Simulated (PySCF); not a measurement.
Work out the structure from these simulated measurements.

Formula: C6H8AlNO2.

- NMR, other nuclei: isotropic shieldings of nuclei other than C and H, by class: -29 (1 N), -122 (1 O), 144 (1 O), 460 (1 Al) ppm [GIAO HF/pcSseg-1]
- 13C NMR: chemical shifts (computed TMS as zero) by class: 164.2 (1 C), 156.9 (1 C), 153.2 (1 C), 152.0 (1 C), 143.0 (1 C), 127.9 (1 C) ppm [GIAO HF/pcSseg-1]
- Triplet: lowest triplet excitation (Tamm–Dancoff): 3.58 eV [TDA B3LYP/def2-SVPD]
- 1H NMR: chemical shifts (computed TMS as zero) by class: 9.89 (1 H), 9.16 (1 H), 9.15 (1 H), 7.96 (1 H), 7.59 (1 H), 4.17 (3 H) ppm [GIAO HF/pcSseg-1]
- Rotational structure: rotational constants A, B, C: 2.886, 0.597, 0.499 GHz [PBE0-D3(BJ)/def2-SVP]
- Dipole: 5.73 D [B3LYP/def2-SVPD]

Gas-phase values; electronic properties from PySCF, density fitting. Levels stand in brackets. The structure is a single PBE0-D3(BJ)/def2-SVP conformer in the gas phase; no vibrational or solvent corrections. NMR values are class means; diastereotopic atoms form classes of their own.

**Question.** What is the compound? Reason from the data.

**Answer.** Numbering: `[O:1]=[CH:2][O:3][c:4]1[cH:5][cH:6][cH:7][n+:8]([AlH3-:9])[cH:10]1`. 6 carbons fall into 6 classes; from least to most shielded: ester carbonyl carbon [C2] (164.2 ppm), aromatic CH next to a ring nitrogen [C7] (156.9 ppm), aromatic CH next to a ring nitrogen [C10] (153.2 ppm), aromatic carbon bearing oxygen [C4] (152.0 ppm), aromatic CH carbon [C5] (143.0 ppm), aromatic CH carbon [C6] (127.9 ppm). Hydrogen classes from least to most shielded: 1 H on an aromatic CH carbon, C5 (9.89 ppm), 1 H on an aromatic CH next to a ring nitrogen, C7 (9.16 ppm), 1 H on an aromatic CH next to a ring nitrogen, C10 (9.15 ppm), 1 H on an ester carbonyl carbon, C2 (7.96 ppm), 1 H on an aromatic CH carbon, C6 (7.59 ppm), 3 H on an aluminium bonded to N and 3 H, Al9 (4.17 ppm). The other shieldings belong to: -29 ppm, nitrogen bonded to Al and 2 C [N8]; -122 ppm, ester carbonyl oxygen [O1]; 144 ppm, ester single-bonded oxygen [O3]; 460 ppm, aluminium bonded to N and 3 H [Al9]. By its constants the optimised geometry is an asymmetric top. Structure: `O=COc1ccc[n+]([AlH3-])c1`. The assignments are read from this structure; whether some other isomer fits the data as well wasn't checked.

The values belong to the conformer `[O:1]=[CH:2][O:3][c:4]1[cH:5][cH:6][cH:7][n+:8]([AlH3-:9])[cH:10]1`: O1–C2–O3–C4 0°, C2–O3–C4–C5 -2°.
